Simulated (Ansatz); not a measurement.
ClH₂In (`[Cl][InH2]`) at its PBE0-D4/def2-TZVP geometry, where that method's forces vanish. Total charge 0; spin multiplicity 1. In: def2 effective core potential.

```xyz
4

Cl   -0.2981    1.9167    0.7597
In    0.0372   -0.2394   -0.0949
H     1.4862   -0.3695   -0.9839
H    -1.2253   -1.3077    0.3191
```

Problem. What forces (eV/Å) does PBE-D4/def2-TZVPP give on these atoms in the Gaussian-basis code of Ansatz? (Best estimate.)

Solution. The calculation gave: 
```
Cl1 -0.035  0.228  0.090
In2  0.024 -0.154 -0.061
H3   0.123  0.004 -0.071
H4  -0.112 -0.078  0.042
```
